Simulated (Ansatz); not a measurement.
Stretching the Pb1–H2 bond in ClHPb (SMILES [Cl][PbH]) (multiplicity 1 held, fragments rigid). Energies count from the point at 1.863 Å.
Geometry at that point (charge 0, multiplicity 1):
| atom | x (Å) | y (Å) | z (Å) |
|---|---|---|---|
| Pb | -0.2182 | -0.2125 | 0.2936 |
| H | -1.3777 | -0.8869 | -0.9989 |
| Cl | 1.1333 | 1.0773 | -1.3574 |

Signs of static correlation in def2-TZVPP, with CASSCF(2,2), from Ansatz (a program for electronic structure) runs.

| R (Å) | T1 of restricted CCSD | ⟨S²⟩ of UHF | largest double amplitude of restricted CCSD | weight of the CASSCF reference in MRCISD | CASSCF natural occupations |
|---|---|---|---|---|---|
| 1.490 | 0.012 | 0.000 | 0.052 | 0.902 | 1.98 0.02 |
| 1.676 | 0.012 | 0.000 | 0.045 | 0.901 | 1.97 0.03 |
| 1.863 | 0.013 | 0.000 | 0.045 | 0.901 | 1.96 0.04 |
| 2.049 | 0.014 | 0.000 | 0.074 | 0.901 | 1.94 0.06 |
| 2.235 | 0.016 | 0.000 | 0.106 | 0.901 | 1.92 0.08 |
| 2.515 | 0.020 | 0.373 | 0.161 | 0.901 | 1.87 0.13 |
| 2.794 | 0.029 | ___ | 0.236 | 0.902 | 1.80 0.20 |
| 3.260 | 0.051 | 0.900 | 0.376 | 0.902 | 1.62 0.38 |
| 3.725 | 0.080 | 0.973 | 0.560 | 0.903 | 1.41 0.59 |
| 4.284 | 0.111 | 1.000 | ___ | 0.903 | 1.22 0.78 |
| 5.029 | 0.133 | 1.008 | 0.995 | 0.903 | 1.09 0.91 |
| 5.961 | 0.138 | 1.009 | 1.094 | 0.903 | 1.03 0.97 |

Question: What belongs in the gaps?

Answer: 
- 2.794, ⟨S²⟩ of UHF: 0.683
- 4.284, largest double amplitude of restricted CCSD: 0.788

Doubts at one or more of the structures used: a restricted determinant that unrestricted orbitals would lower (R-CCSD(T)/def2-TZVPP); T1 above 0.05 (R-CCSD(T)/def2-TZVPP, U-CCSD(T)/def2-TZVPP); other coupled-cluster roots lie near (R-CCSD(T)/def2-TZVPP); a spin-contaminated determinant (U-CCSD(T)/def2-TZVPP).
